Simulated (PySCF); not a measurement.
Computed shifts of a molecule C3H6N2Si, B3LYP/pcSseg-1 run with PySCF, GIAO, gas phase, atoms alike by connectivity averaged where their shifts nearly agree, in ppm (number of nuclei): ¹³C: 172.9 (1), 160.8 (1), 38.8 (1). ¹⁵N: 415.4 (1), 391.9 (1). ²⁹Si: -52.0 (1). ¹H: 8.69 (1), 8.06 (1), 5.10 (1), 4.99 (1), 4.14 (1), 3.53 (1). References: ¹³C against TMS (σ = 181.3 ppm); ¹⁵N against NH3 (σ = 265.5 ppm); ²⁹Si against TMS (σ = 338.7 ppm); ¹H against TMS (σ = 31.68 ppm), references at their B3LYP-D3(BJ)/def2-TZVP geometries, non-relativistic. The structure is a stationary point at B3LYP-D3(BJ)/def2-SVP. One conformer was computed; it need not be the lowest.

Task: Identify the compound among the candidates.
A. N#C/C=C\[SiH2]N
B. [SiH3]C1N=CC=N1
C. C=C=C1N[SiH2]N1
D. C1=NC[SiH2]N=C1

Result: D, C1=NC[SiH2]N=C1
